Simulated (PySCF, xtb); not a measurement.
In(OH)2(SH) (H3InO2S), SMILES [OH][In]([OH])[SH]. The values are those of a single conformer.

Harmonic wavenumbers (cm⁻¹) from GFN2-xTB (xtb) at its own minimum, in rising order: 78, 91, 119, 193, 261, 317, 318, 425, 447, 622, 675, 708, 2442, 3630, 3649.

Q: What does PySCF with B3LYP-D3(BJ)/def2-SVP give at its own minimum? (Estimate from the structure and the level; the computed values follow.)

A: 90, 121, 128, 183, 252, 278, 343, 589, 609, 680, 810, 835, 2665, 3811, 3822. Paired by order, the mean absolute difference is 91 cm⁻¹ and the zero-point energies are 20.0 and 21.8 kcal/mol.
